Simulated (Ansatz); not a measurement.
CH9AlOSi2, SMILES `C[O][AlH][SiH2][SiH3]`, relaxed with RKS PBE-D4/def2-SVP in Ansatz 0.2.0 from a rough embedded geometry. The force threshold is 0.03 eV/Å; the program also tests the step.

Charge 0, multiplicity 1.

Start:

```xyz
14

C    -0.114    1.701    1.692
O    -0.494    0.408    1.939
Al    0.807   -0.692    1.274
Si    0.815   -1.421   -1.005
Si   -1.079   -0.544   -1.927
H    -0.965    2.409    2.070
H     0.812    2.034    2.185
H    -0.056    1.945    0.557
H     2.086   -1.099    2.231
H     1.959   -0.931   -1.668
H     0.679   -2.864   -1.005
H    -1.129   -0.954   -3.315
H    -1.041    0.967   -1.861
H    -2.279   -0.961   -1.168
```

```json
{"step": "1", "energy (eV)": "-25557.5073", "largest force (eV/Å)": "2.383", "largest move (Å)": "0.000"}
{"step": "2", "energy (eV)": "-25557.9577", "largest force (eV/Å)": "1.205", "largest move (Å)": "0.195"}
{"step": "3", "energy (eV)": "-25558.0538", "largest force (eV/Å)": "0.679", "largest move (Å)": "0.122"}
{"step": "4", "energy (eV)": "-25558.1624", "largest force (eV/Å)": "0.454", "largest move (Å)": "0.200"}
{"step": "5", "energy (eV)": "-25558.2434", "largest force (eV/Å)": "0.743", "largest move (Å)": "0.195"}
{"step": "6", "energy (eV)": "-25558.3081", "largest force (eV/Å)": "0.841", "largest move (Å)": "0.200"}
{"step": "7", "energy (eV)": "-25558.3664", "largest force (eV/Å)": "0.338", "largest move (Å)": "0.200"}
{"step": "8", "energy (eV)": "-25558.3914", "largest force (eV/Å)": "0.091", "largest move (Å)": "0.159"}
{"step": "9", "energy (eV)": "-25558.3945", "largest force (eV/Å)": "0.029", "largest move (Å)": "0.052"}
```

End:

```xyz
14

C    -0.115    1.822    1.548
O     0.452    0.640    2.042
Al    1.013   -0.876    1.466
Si    0.839   -1.378   -0.938
Si   -1.116   -0.463   -1.880
H    -1.099    2.012    2.033
H     0.538    2.693    1.780
H    -0.280    1.806    0.445
H     1.593   -1.828    2.604
H     2.022   -0.816   -1.694
H     0.844   -2.870   -1.172
H    -1.304   -0.872   -3.317
H    -1.064    1.042   -1.818
H    -2.324   -0.913   -1.099
```

It took 16 s on 4 threads of an Intel Xeon Platinum 8259CL on a shared host, with 0.2 GiB of host memory at the peak.
